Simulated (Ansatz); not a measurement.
Species: C2H9Si2 (charge 0, doublet). It need not be the lowest isomer of its formula. 
Structure (B3LYP-D3(BJ)/def2-TZVP (Ansatz, a quantum-chemistry and plane-wave program) minimum search):
```xyz
13

C     -0.4647     1.9820     0.1759
Si    -0.2465     0.3108    -0.5561
C     -1.8534    -0.6670    -0.5442
Si     1.3865    -0.8416     0.6950
H      0.1755     2.8205    -0.0740
H     -1.1824     2.1828     0.9642
H      0.2691     0.4416    -1.9454
H     -2.6160    -0.1684    -1.1453
H     -1.7028    -1.6698    -0.9477
H     -2.2353    -0.7679     0.4737
H      0.9306    -1.0059     2.0993
H      1.6387    -2.1947     0.1328
H      2.6701    -0.0966     0.7078
```
Charge 0, spin multiplicity 2.

Atomisation energy built up term by term with Ansatz (kcal/mol; UHF references for open shells; valence terms freeze the core; atomic spin-orbit terms are left out). Basis-set limits of correlation are two-point, X^-3; Hartree-Fock from the larger set.

```csv
term,basis,kcal/mol
Hartree-Fock,cc-pV(Q+d)Z,[?]
CCSD correlation,"CBS(cc-pV(T+d)Z,cc-pV(Q+d)Z)",224.68
(T),"CBS(cc-pV(T+d)Z,cc-pV(Q+d)Z)",[?]
core correlation,cc-pwCVTZ,2.02
scalar relativity (X2C),cc-pVTZ-DK against cc-pVTZ,-1.67
sum: De,,[?]
```

### Question
What belongs in the gaps?

### Answer

- Hartree-Fock, kcal/mol: 801.65
- (T), kcal/mol: 10.25
- sum: De, kcal/mol: 1036.9
